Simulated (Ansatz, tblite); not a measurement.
Isomers of B₈⁻ (doublet), found by a short tight-binding search and relaxed with PBE-D4/def2-SVPD in Ansatz.

The xTB rows come from tblite. HSE06 is defined as in plane-wave codes, on full-range PBE exchange.

Run but left out: HF/STO-3G, HF/def2-TZVPD, B2PLYP/def2-TZVPD, MP2/def2-TZVPD, HF/def2-SVPD, MP2/def2-SVPD, CCSD/def2-SVPD, CCSD(T)/def2-SVPD (A: ⟨S²⟩ 1.08 to 2.40, where a pure state has 0.75); HF/def2-SVPD, MP2/def2-SVPD, CCSD/def2-SVPD, CCSD(T)/def2-SVPD (flagged by the program: large difference).

A further structure is left out (⟨S²⟩ 1.19 to 1.94, where a pure state has 0.75); at PBE0-D4/def2-TZVPD its energy lies 1.58 eV above the lowest shown.

A: At r2SCAN-D4/def2-TZVPD, B97M-V/def2-TZVPD, PBE0-D4/def2-TZVPD, HSE06-D4/def2-TZVPD the charge -1 doublet is spin-contaminated (final ⟨S²⟩ up to 0.98, 0.75 for a pure state). B: At r2SCAN-D4/def2-TZVPD, PBE0-D4/def2-TZVPD, HSE06-D4/def2-TZVPD the charge -1 doublet is spin-contaminated (final ⟨S²⟩ up to 0.99, 0.75 for a pure state).

Other spin states weren't relaxed.

A:

```xyz
8

B     0.159    0.278    1.787
B     1.008    0.647    0.436
B     0.364   -0.765   -1.448
B    -0.862   -1.398   -0.653
B    -0.577   -0.805    0.803
B    -0.802    1.087    0.830
B     1.243    0.527   -1.139
B    -0.533    0.429   -0.616
```

B:

```xyz
8

B     0.978    1.566    0.707
B    -1.010   -0.174    0.127
B     0.285   -1.442    0.348
B    -0.601    1.180    0.839
B     0.450    0.919   -0.697
B    -0.794   -1.635   -0.791
B     0.820   -0.046    0.926
B    -0.128   -0.368   -1.459
```

C:

```xyz
8

B    -0.0561    0.1659   -1.7988
B    -0.9796   -0.9503   -1.1544
B    -0.0008    0.0005    0.0001
B     0.9120    1.1489   -1.0921
B    -1.1665   -1.3419    0.3636
B     1.1906    1.2729    0.4371
B    -0.4742   -0.7296    1.6038
B     0.5747    0.4337    1.6406
```

Q: Estimate their order by electronic energy at PBE0-D4/def2-TZVPD, counted from the lowest.

A: C (0.0) < B (44.7) < A (47.0), in kcal/mol.

Q: Do the other levels pick the same lowest one?

A: All that were run do. Energies above each level's lowest (kcal/mol):

| level | A | B | C |
| --- | --- | --- | --- |
| GFN1-xTB | 68.7 | 49.8 | 0.0 |
| GFN2-xTB | 59.7 | 52.8 | 0.0 |
| PBE-D4/def2-TZVPD | 45.7 | 41.8 | 0.0 |
| r2SCAN-D4/def2-TZVPD | 47.3 | 45.0 | 0.0 |
| B97M-V/def2-TZVPD | 46.6 | 43.2 | 0.0 |
| PBE0-D4/def2-TZVPD | 47.0 | 44.7 | 0.0 |
| HSE06-D4/def2-TZVPD | 47.2 | 44.8 | 0.0 |
Point groups (tolerance 0.1 Å): A Cs, B Cs, C not assigned. Lower isomers may exist.
